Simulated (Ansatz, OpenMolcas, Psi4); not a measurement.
# A ladder of methods for CH5BClN (SMILES CNBCl)

CH5BClN has 9 atoms, charge 0, and is taken as a singlet. As SMILES, `CNBCl`. The coordinates come from a PBE0-D4/def2-TZVP relaxation. This is one conformer, not always the lowest.

Quantity: the HOMO–LUMO gap, in eV. The values are calculated.

```json
{"level": "SVWN5/def2-SVP", "kind": "LDA", "program": "Ansatz", "value (eV)": "5.85", "CPU time": "2.9 s"}
{"level": "BLYP/def2-SVP", "kind": "GGA", "program": "OpenMolcas", "value (eV)": "5.95", "CPU time": "41 s"}
{"level": "PBE/def2-SVP", "kind": "GGA", "program": "Psi4", "value (eV)": "5.95", "CPU time": "40 s"}
{"level": "M06-L/def2-SVP", "kind": "meta-GGA", "program": "OpenMolcas", "value (eV)": "6.63", "CPU time": "44 s"}
{"level": "B3LYP/def2-SVP", "kind": "global hybrid", "program": "OpenMolcas", "value (eV)": "7.81", "CPU time": "35 s"}
{"level": "PBE0/def2-SVP", "kind": "global hybrid", "program": "OpenMolcas", "value (eV)": "8.28", "CPU time": "36 s"}
{"level": "HSE06/def2-SVP", "kind": "range-separated hybrid", "program": "Ansatz", "value (eV)": "7.49", "CPU time": "6.9 s"}
{"level": "B2PLYP/def2-SVP", "kind": "double hybrid", "program": "OpenMolcas", "value (eV)": "10.86", "CPU time": "23 s"}
```

The values span 5.85 to 10.86 eV. Orbital gaps aren't excitation energies, and those of double hybrids come from the SCF part alone; they tend to grow with the share of exact exchange. CPU times are rough (shared hosts, several kinds of processor): they show what a rung costs within a factor of a few.
